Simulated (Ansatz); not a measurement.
Br₂Hg (SMILES [Br][Hg][Br]), singlet, at a GFN2-xTB geometry (such geometries of metal compounds can be far from the true shape) (core potentials on Hg); R2SCAN/def2-SVP in Ansatz (a first-principles code).

Input for Ansatz:
Ansatz 0.2 input:
```yaml
crystal:
  periodic: [false, false, false]
  atoms:
    - {symbol: Hg, position_ang: [0.00000000, 0.00000000, 0.00000000]}
    - {symbol: Br, position_ang: [0.00000000, 0.00000000, 2.42322459]}
    - {symbol: Br, position_ang: [-0.00000000, -0.00000000, -2.42322459]}
basis:
  gaussian:
    orbitals: def2-SVP
hamiltonian:
  xc: r2scan
```

Task: What does Ansatz print? Leave out banner, timings and long lists.

Result: 
```
Functional definition: r2SCAN
1003 factors; their error is unknown
mean field evaluation 1: about -144254.0148 eV, gradient 2.6e1 eV
mean field evaluation 2: about -144250.3448 eV, gradient 4.5e1 eV
mean field evaluation 4: about -144255.8912 eV, gradient 7.5e-1 eV
mean field evaluation 8: about -144255.7649 eV, gradient 1.9e-1 eV
mean field evaluation 16: about -144255.7650 eV, gradient 2.3e-6 eV
mean field -144255.76495728 eV, -5301.3015821105 hartree, gradient 1.4e-6 eV, S^2 0.000000; 0 other end points of the search recorded, 0 dependent functions left out
reference -144255.76496546 eV, -5301.3015824113 hartree; 45, 45 occupied and 51, 51 virtual orbitals, 1003 factors
Total energy: -144255.76496546 eV, -5301.3015824113 hartree
```
